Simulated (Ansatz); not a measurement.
Consider the redistribution: `C[SiH2]SS` + `[CH3][AlH][O][SiH3]` → `[CH3][AlH][O][SiH2]C` + `[SiH3]SS`.

Isolated molecules relaxed with PBE0-D4/def2-TZVP in Ansatz; ΔE leaves out vibrations. CCSD(T)/CBS adds triple-zeta CCSD(T) − MP2 to the extrapolated MP2 energy (def2 sets, frozen cores). One conformer a species, not always the lowest.

`C[SiH2]SS`:

Cartesian coordinates in Å:
```
C 0.971 -0.705 -0.847
Si 0.532 0.629 0.373
S -1.401 1.485 -0.021
S -2.535 -0.225 0.206
H 1.009 -0.304 -1.862
H 1.949 -1.130 -0.604
H 0.231 -1.507 -0.816
H 0.540 0.101 1.763
H 1.461 1.788 0.277
H -2.755 -0.133 1.531
```

`[CH3][AlH][O][SiH3]`:

Z-matrix (Å, degrees):
```
C
Al 1 1.942
H 1 1.093 2 112.4
H 1 1.096 2 110.3 3 -119.5
H 1 1.094 2 111.7 3 122.1
O 2 1.688 1 119.8 3 22.6
H 2 1.582 1 124.0 3 -158.2
Si 6 1.621 2 169.7 1 -4.7
H 8 1.489 6 110.8 2 -9.3
H 8 1.488 6 110.1 2 110.7
H 8 1.488 6 110.2 2 -129.3
```

`[CH3][AlH][O][SiH2]C`:

Z-matrix (Å, degrees):
```
C
Al 1 1.944
H 1 1.096 2 110.3
H 1 1.093 2 112.2 3 -119.3
H 1 1.094 2 111.9 3 118.6
O 2 1.686 1 119.6 3 93.4
H 2 1.582 1 123.8 3 -85.8
Si 6 1.626 2 165.5 1 -1.6
C 8 1.865 6 111.6 2 7.4
H 8 1.490 6 109.1 2 128.5
H 8 1.491 6 109.1 2 -113.6
H 9 1.093 8 111.1 6 60.5
H 9 1.094 8 110.4 6 -179.8
H 9 1.093 8 111.1 6 -60.0
```

`[SiH3]SS`:

Cartesian coordinates in Å:
```
Si -0.414 0.560 0.733
S 0.935 0.711 -0.926
S 1.317 -1.308 -1.130
H 0.255 -0.101 1.879
H -1.618 -0.213 0.340
H -0.791 1.955 1.084
H 0.315 -1.603 -1.980
```

```json
{"level": "HF/def2-TZVPP", "ΔE (kJ/mol)": "0.6"}
{"level": "MP2/CBS(def2)", "ΔE (kJ/mol)": "2.7"}
```

**Question.** What does CCSD(T)/CBS give? (An estimate is asked.)

**Answer.** Computed: +1.2 kJ/mol. The listed levels differ from it by -0.6, 1.5 kJ/mol.

Largest T1 diagnostic among the species: 0.012.
